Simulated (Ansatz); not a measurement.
A trace of molecular dynamics of a periodic cell of 17 atoms, Si (host Si, host structure diamond, interstitial Si).

These are results of DFT LDA, scalar-relativistic, plane waves, PAW (Ansatz 0.2.0), not measurements. Settings: accuracy low, PAW set soft_1, cutoff 420 eV, k mesh 2x2x2, fermi-dirac smearing 0.02 eV, no spin polarisation.

* ensemble: NVT, Nosé–Hoover chain
* set temperature: 3000 K
* thermostat: time constant 5 fs, chain length 1
* seed: 229118

```csv
time (fs),T (K),potential energy less start (eV),conserved less start (meV/atom)
0,3000,0.000,0.00
16,3047,4.571,1.88
32,2217,4.610,0.90
48,3400,3.990,0.80
64,3713,6.670,1.69
80,2048,6.127,0.74
96,2929,6.952,1.33
112,4040,7.026,1.05
128,2967,7.801,1.27
144,1830,8.322,1.01
160,2985,8.725,1.07
176,4631,8.252,0.85
192,2098,9.579,1.06
208,1658,9.054,0.80
224,3970,7.822,0.36
240,4389,8.386,0.58
256,1783,8.379,0.56
272,1738,8.550,0.59
288,4590,9.732,0.71
304,4210,9.364,0.60
320,1751,7.263,0.60
336,2242,7.214,1.07
352,4317,8.267,0.33
368,3914,7.564,0.17
384,2995,7.650,1.29
400,1992,6.289,0.92
```

Task: Is this trajectory sound?

Result: The conserved energy stayed within 2.4 meV per atom of its start (net change 0.92 meV per atom), so the integration is sound. A run of 0.4 ps of so small a system gives no equilibrium averages. Limits of this set-up: coarse k mesh, PAW files made for another functional, a small cell, in which the defect meets its images, low accuracy level. The time step was 2 fs.

Run time: 15 min on 1 thread of Arm Neoverse V1, with other jobs on the host, peak memory 0.53 GiB.
